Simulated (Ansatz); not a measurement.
Computed with Ansatz on PBE0-D4/def2-TZVP structures; ΔE is electronic, products minus reactants. CCSD(T)/CBS adds triple-zeta CCSD(T) − MP2 to the extrapolated MP2 energy (def2 sets, frozen cores). Functionals use def2-TZVPP. B3LYP here is the variant with VWN-RPA as its local correlation; programs differ in this. One conformer a species, not always the lowest.

Consider the redistribution: `O[SiH2][SiH](F)S` + `[OH][AlH][SiH3]` → `O[SiH2][AlH][SiH3]` + `O[SiH](F)S`.

`O[SiH2][SiH](F)S`:

Z-matrix (Å, degrees):
```
Si
Si 1 2.348
O 1 1.651 2 108.0
H 1 1.482 2 112.3 3 -117.3
H 1 1.491 2 108.5 3 122.1
S 2 2.136 1 103.9 3 -54.6
F 2 1.604 1 111.7 3 -175.1
H 2 1.484 1 115.5 3 63.0
H 3 0.960 1 116.8 2 45.3
H 6 1.343 2 95.9 1 150.5
```

`[OH][AlH][SiH3]`:

Z-matrix (Å, degrees):
```
Si
Al 1 2.447
H 1 1.492 2 110.4
H 1 1.488 2 112.9 3 -120.8
H 1 1.492 2 110.7 3 118.0
O 2 1.698 1 116.2 3 114.7
H 2 1.590 1 124.9 3 -65.0
H 6 0.956 2 123.1 1 -179.6
```

`O[SiH2][AlH][SiH3]`:

Z-matrix (Å, degrees):
```
Si
Al 1 2.469
O 1 1.661 2 111.7
H 1 1.498 2 109.8 3 -123.4
H 1 1.489 2 112.9 3 118.1
Si 2 2.463 1 118.2 3 14.8
H 2 1.592 1 122.3 3 -165.5
H 3 0.958 1 117.1 2 -41.6
H 6 1.491 2 112.8 1 131.2
H 6 1.494 2 111.7 1 10.6
H 6 1.493 2 110.8 1 -108.3
```

`O[SiH](F)S`:

Z-matrix (Å, degrees):
```
Si
F 1 1.594
S 1 2.124 2 107.3
O 1 1.624 2 112.2 3 -119.5
H 1 1.470 2 107.1 3 123.8
H 3 1.344 1 93.3 2 34.3
H 4 0.959 1 118.6 2 71.2
```

Task: Is it downhill or uphill in electronic energy at CCSD(T)/CBS, and by how much? (An estimate is asked.)

Result: The calculation gave: Uphill: ΔE = +24.2 kJ/mol.

Task: What do these levels give: PBE-D4, r2SCAN-D4, PBE0-D4, ωB97X-V, B2PLYP, B3LYP, MP2/def2-TZVPP, CCSD/def2-TZVPP, MP2/def2-QZVPP, SCS-MP2/def2-QZVPP, MP2/CBS(def2), CCSD/CBS(def2)? (Best estimate.)

Result: Ansatz gave: PBE-D4 26.6, r2SCAN-D4 24.4, PBE0-D4 22.2, ωB97X-V 25.3, B2PLYP 26.7, B3LYP 26.6, MP2/def2-TZVPP 26.6, CCSD/def2-TZVPP 20.9, MP2/def2-QZVPP 27.8, SCS-MP2/def2-QZVPP 26.8, MP2/CBS(def2) 28.7, CCSD/CBS(def2) 23.1 kJ/mol.

Largest T1 diagnostic among the species: 0.014.

From PBE to PBE0 (25 % exact exchange), in def2-TZVPP and without D4, ΔE moves by −4.3 kJ/mol. In def2-TZVPP, CCSD(T) changes the Hartree–Fock value by +6.3 kJ/mol (the triples alone add +1.1 kJ/mol) and MP2 by +10.8 kJ/mol.
